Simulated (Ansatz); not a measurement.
FGaH5NOSi (`[NH2][Ga]([F])[O][SiH3]`). Charge 0, multiplicity 1.

```xyz
10

N     1.462    0.157    2.174
Ga    0.062    0.094    1.057
F    -1.568    0.100    1.691
O     0.222   -0.063   -0.690
Si   -0.758   -0.221   -1.991
H     2.392    0.332    1.836
H     1.345    0.414    3.139
H    -1.673    0.945   -2.117
H    -1.580   -1.458   -1.896
H     0.097   -0.299   -3.203
```

Q: What are the harmonic wavenumbers in cm⁻¹ at PBE0-D4/def2-TZVP (Ansatz, finite differences of forces, unscaled)? (An estimate is asked.)

A: Ansatz gave: 39, 58, 65, 155, 181, 208, 245, 351, 512, 679, 727, 734, 754, 784, 955, 956, 988, 1038, 1556, 2213, 2215, 2229, 3623, 3732.

Q: Is this a minimum?

A: Yes, all 24 modes are real.

Q: Give the ideal-gas thermochemistry at 298.15 K and 1 bar (rigid rotor, harmonic oscillator; point group C1, symmetry number 1).

A: Zero-point energy 149.5 kJ/mol; H(298) − E = 175.2 kJ/mol; entropy 398.7 J/(mol·K), of which translation 171.5, rotation 116.6, vibration 110.6; G(298) − E = 56.3 kJ/mol. Modes under 100 cm⁻¹ are hindered rotations or soft bends, so the harmonic entropy is rough.
